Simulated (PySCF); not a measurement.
## The second ionisation energy along the second row

Calculated with PySCF 2.14 from differences of total energies of unrestricted determinants, without spin-orbit coupling. Values in eV. The last column holds reference values (NIST; (s) semi-empirical, (t) theoretical, else measured). Unmarked ones compare directly (S terms, centres of terms, or small fine structure); those marked * lie between the lowest fine-structure levels and include a spin-orbit shift.

```
                      element               configurations     UHF  MP2 (valence)  SCS-MP2 (valence)  CCSD (valence)  CCSD(T) (valence)  reference
Be (6-31G*, non-relativistic)               [He] 2s1 → 1s2  18.114            n/a                n/a             n/a                n/a     18.211
 B (6-31G*, non-relativistic)          [He] 2s2 → [He] 2s1  23.465         24.372             24.553          25.063             25.063     25.155
 C (6-31G*, non-relativistic)      [He] 2s2 2p1 → [He] 2s2  24.203         24.265             24.219          24.063             24.083     24.378
 O (6-31G*, non-relativistic)  [He] 2s2 2p3 → [He] 2s2 2p2  34.661         35.033             34.860          34.851             34.853   35.121 *
 F (6-31G*, non-relativistic)  [He] 2s2 2p4 → [He] 2s2 2p3  33.437         34.276             34.258          34.296             34.311     34.950
Ne (6-31G*, non-relativistic)  [He] 2s2 2p5 → [He] 2s2 2p4  39.478         40.557             40.509          40.520             40.538   40.963 *
```

Problem. Which of these methods has the smallest mean absolute error against the measured values here?

Solution. CCSD(T) (valence), with 0.342 eV.

```json
{"method": "UHF", "elements": "4", "mean error (eV)": "-0.869", "mean absolute error (eV)": "0.869", "largest error (eV)": "-1.690"}
{"method": "MP2 (valence)", "elements": "3", "mean error (eV)": "-0.523", "mean absolute error (eV)": "0.523", "largest error (eV)": "-0.783"}
{"method": "SCS-MP2 (valence)", "elements": "3", "mean error (eV)": "-0.484", "mean absolute error (eV)": "0.484", "largest error (eV)": "-0.692"}
{"method": "CCSD (valence)", "elements": "3", "mean error (eV)": "-0.354", "mean absolute error (eV)": "0.354", "largest error (eV)": "-0.654"}
{"method": "CCSD(T) (valence)", "elements": "3", "mean error (eV)": "-0.342", "mean absolute error (eV)": "0.342", "largest error (eV)": "-0.639"}
```

Errors include the incompleteness of the basis and the frozen core.

"Valence" correlates the outer s and p shells and, in groups 3 to 12 and the f block, the outer d or f shell, open or full, or the next shell where the ion has no valence electron left; the wider scheme adds the next inner shell.
